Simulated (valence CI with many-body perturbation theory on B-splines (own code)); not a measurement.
## E1 transitions of I40+

Method: configuration interaction combined with many-body perturbation theory (CI+MBPT): three valence electrons over a frozen Dirac-Fock core [Ne], a basis of 11 s, 11 p, 9 d, 7 f, 5 g, 2 h, 1 i functions for each j, with the one-electron correlation potential Σ1 (screened to all orders), the two-electron term Σ2, the three-electron term Σ3, Breit, model QED; selected single and double excitations, second order for the rest (own B-spline code, finite nucleus).

No measured spectrum was set against this ion. As an estimate, large intervals hold to a few tenths of a per cent, small ones and those within an open d or f shell to about a per cent.

Lines 151 to 200 of 283 in falling wavelength, among levels below 41.856 Ry, chosen from the strongest by gf and those to the six lowest levels. Wavelengths and rates use the calculated energies. Electric multipoles are in the length gauge, E1 and E2 with the static RPA response of the core. Weak lines are less certain than strong ones. Lines between different terms over intervals too small for the method are left out, as are lines whose strength nearly cancels. The highest levels of a list are the least certain.

Levels are named by their leading jj configuration (3d3/2^4 stands for four electrons in 3d with j = 3/2), which in mixed levels can hold well under half, so a name can repeat and another be missing. Letters in brackets count levels of one name in rising energy.

```tsv
λ vac (Å)	Upper	Lower	A (s⁻¹)	log gf	Branch %
63.05	(3p1/2 3p3/2 3d5/2) J=3/2 [b]	(3s 3p1/2 3d5/2) J=5/2 [b]	5.30e+10	-0.90	14.6
63.01	(3s 3p3/2^2) J=3/2	(3s^2 3p3/2) J=3/2	4.21e+11	0.00	100.0
62.39	(3p1/2 3p3/2^2) J=3/2	(3s 3p1/2 3p3/2) J=5/2	8.44e+09	-1.71	2.2
62.19	(3s 3p1/2 3d3/2) J=3/2 [a]	(3s 3p1/2^2) J=1/2	1.48e+10	-1.47	53.0
61.96	(3p1/2 3p3/2 3d3/2) J=5/2 [b]	(3s 3p1/2 3d3/2) J=5/2	3.10e+10	-0.97	8.6
61.81	(3s 3p3/2 3d3/2) J=3/2 [a]	(3s 3p1/2 3p3/2) J=3/2 [b]	1.54e+08	-3.45	0.1
61.74	(3s 3p3/2 3d3/2) J=5/2 [a]	(3s 3p1/2 3p3/2) J=3/2 [b]	9.31e+09	-1.50	3.1
61.59	(3s 3p3/2 3d3/2) J=1/2 [a]	(3s 3p1/2 3p3/2) J=3/2 [b]	8.46e+09	-2.02	3.9
61.26	(3p1/2 3p3/2 3d3/2) J=3/2 [a]	(3p1/2^2 3p3/2) J=3/2	3.77e+10	-1.07	17.9
61.05	(3p1/2 3p3/2 3d5/2) J=5/2 [b]	(3s 3p1/2 3d5/2) J=5/2 [a]	3.97e+10	-0.88	12.4
61.04	(3p1/2 3p3/2^2) J=5/2	(3s 3p1/2 3p3/2) J=3/2 [a]	4.85e+09	-1.79	2.7
60.79	(3s 3p3/2 3d5/2) J=1/2	(3s^2 3d3/2) J=3/2	7.11e+10	-1.10	24.1
60.45	(3p3/2^3) J=3/2	(3s 3p3/2^2) J=5/2	4.62e+10	-0.99	7.6
59.95	(3s 3p3/2 3d5/2) J=3/2 [b]	(3s^2 3d5/2) J=5/2	1.23e+11	-0.58	32.0
59.91	(3s 3d3/2^2) J=3/2	(3s 3p1/2 3d3/2) J=1/2	1.10e+11	-0.63	32.8
59.82	(3p1/2 3p3/2 3d3/2) J=5/2 [b]	(3s 3p1/2 3d3/2) J=3/2 [a]	4.10e+10	-0.88	11.3
59.56	(3s 3p3/2 3d5/2) J=3/2 [a]	(3s 3p1/2 3p3/2) J=1/2	6.15e+10	-0.88	29.4
59.45	(3s 3p3/2 3d5/2) J=5/2 [b]	(3s^2 3d5/2) J=5/2	7.61e+10	-0.62	17.3
59.26	(3p1/2 3p3/2 3d5/2) J=3/2 [b]	(3s 3p1/2 3d5/2) J=5/2 [a]	3.29e+10	-1.16	9.0
59.20	(3s 3d3/2 3d5/2) J=7/2 [a]	(3s 3p1/2 3d5/2) J=5/2 [b]	3.77e+10	-0.80	11.7
59.17	(3p1/2 3p3/2^2) J=3/2	(3s 3p1/2 3p3/2) J=3/2 [a]	8.53e+10	-0.75	21.8
58.82	(3p1/2 3p3/2 3d5/2) J=3/2 [b]	(3s 3p1/2 3d3/2) J=1/2	6.84e+10	-0.85	18.8
58.59	(3p1/2 3p3/2^2) J=1/2	(3s 3p1/2 3p3/2) J=3/2 [a]	9.86e+09	-1.99	4.2
58.39	(3s 3d3/2^2) J=5/2	(3s 3p1/2 3d3/2) J=3/2 [b]	2.15e+11	-0.18	47.3
57.64	(3s 3d3/2 3d5/2) J=5/2 [a]	(3s 3p1/2 3d5/2) J=3/2	2.92e+10	-1.06	7.7
57.49	(3s 3p3/2 3d3/2) J=3/2 [a]	(3s 3p1/2 3p3/2) J=5/2	4.25e+10	-1.07	17.4
57.42	(3s 3p3/2 3d3/2) J=5/2 [a]	(3s 3p1/2 3p3/2) J=5/2	1.96e+11	-0.23	65.3
57.36	(3s 3d3/2 3d5/2) J=7/2 [a]	(3s 3p1/2 3d5/2) J=7/2	1.62e+11	-0.19	50.0
57.30	(3s 3p3/2 3d5/2) J=3/2 [a]	(3s 3p1/2 3p3/2) J=3/2 [b]	5.92e+10	-0.93	28.2
56.92	(3s 3p3/2 3d3/2) J=7/2	(3s 3p1/2 3p3/2) J=5/2	1.90e+11	-0.13	93.4
56.65	(3s 3p3/2 3d3/2) J=3/2 [b]	(3s 3p1/2 3p3/2) J=1/2	1.25e+11	-0.62	32.6
56.41	(3s 3p3/2 3d5/2) J=5/2 [a]	(3s 3p1/2 3p3/2) J=3/2 [b]	2.74e+09	-2.11	1.7
56.12	(3p1/2 3p3/2 3d3/2) J=3/2 [b]	(3p1/2^2 3p3/2) J=3/2	2.68e+11	-0.30	70.7
56.06	(3p1/2 3p3/2 3d3/2) J=5/2 [b]	(3p1/2^2 3p3/2) J=3/2	1.25e+11	-0.45	34.4
55.88	(3s 3d3/2 3d5/2) J=5/2 [a]	(3s 3p1/2 3d5/2) J=7/2	3.65e+10	-0.99	9.6
55.85	(3s 3d3/2 3d5/2) J=7/2 [a]	(3s 3p1/2 3d5/2) J=5/2 [a]	4.75e+10	-0.75	14.7
55.79	(3s 3d3/2 3d5/2) J=7/2 [b]	(3s 3p1/2 3d5/2) J=5/2 [b]	1.10e+11	-0.39	43.5
55.70	(3s 3d3/2 3d5/2) J=3/2 [b]	(3s 3p1/2 3d5/2) J=3/2	1.43e+11	-0.57	36.9
55.69	(3s 3d3/2 3d5/2) J=3/2 [b]	(3s 3p1/2 3d5/2) J=5/2 [b]	7.24e+10	-0.87	18.6
55.50	(3s 3d3/2 3d5/2) J=9/2	(3s 3p1/2 3d5/2) J=7/2	1.06e+11	-0.31	41.6
55.45	(3s 3p1/2 3d3/2) J=1/2	(3s 3p1/2^2) J=1/2	2.95e+11	-0.57	96.1
55.40	(3p3/2^2 3d3/2) J=1/2	(3s 3p1/2 3d5/2) J=3/2	2.87e+11	-0.58	69.8
55.23	(3s 3d3/2 3d5/2) J=5/2 [b]	(3s 3p1/2 3d5/2) J=3/2	6.53e+10	-0.75	16.8
55.23	(3s 3d3/2 3d5/2) J=5/2 [b]	(3s 3p1/2 3d5/2) J=5/2 [b]	1.37e+11	-0.43	35.1
55.22	(3s 3p1/2 3d3/2) J=3/2 [b]	(3s 3p1/2^2) J=1/2	2.78e+11	-0.29	94.1
55.19	(3s 3d3/2^2) J=1/2	(3s 3p1/2 3d3/2) J=3/2 [b]	3.17e+11	-0.54	61.7
55.07	(3p1/2 3p3/2 3d3/2) J=1/2 [b]	(3p1/2^2 3p3/2) J=3/2	2.20e+11	-0.70	57.7
54.96	(3s 3d3/2^2) J=1/2	(3s 3p1/2 3d3/2) J=1/2	1.73e+11	-0.80	33.8
54.74	(3s 3p3/2 3d3/2) J=3/2 [a]	(3s 3p1/2 3p3/2) J=3/2 [a]	1.92e+11	-0.46	78.8
54.74	(3p1/2 3p3/2 3d5/2) J=3/2 [a]	(3p1/2^2 3p3/2) J=3/2	3.88e+10	-1.16	15.3
```
